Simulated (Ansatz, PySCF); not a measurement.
Caution: the highest occupied level lies above zero, so the state may not be bound. This triplet is an excited state, 1.79 eV above the relaxed singlet at the level frozen-core CCSD(T)/aug-cc-pVTZ // B3LYP-D3(BJ)/def2-TZVPD (Ansatz, a quantum-chemistry and plane-wave program).

# BClF, SMILES `F[B-]Cl` (excited triplet) (charge -1, multiplicity 3)

Method: PBE-D3(BJ)/def2-TZVPD // B3LYP-D3(BJ)/def2-TZVPD (PySCF).

| Property | Result |
|---|---|
| highest occupied spin orbital | 3.18 eV |
| total energy | -15909.06 eV |
| cost | very roughly 29 core-seconds |

```xyz
3

F     -1.2980    -0.3286     0.0000
B     -0.2100     0.5398     0.0000
Cl     1.5080    -0.2112     0.0000
```
Charge -1, spin multiplicity 3.
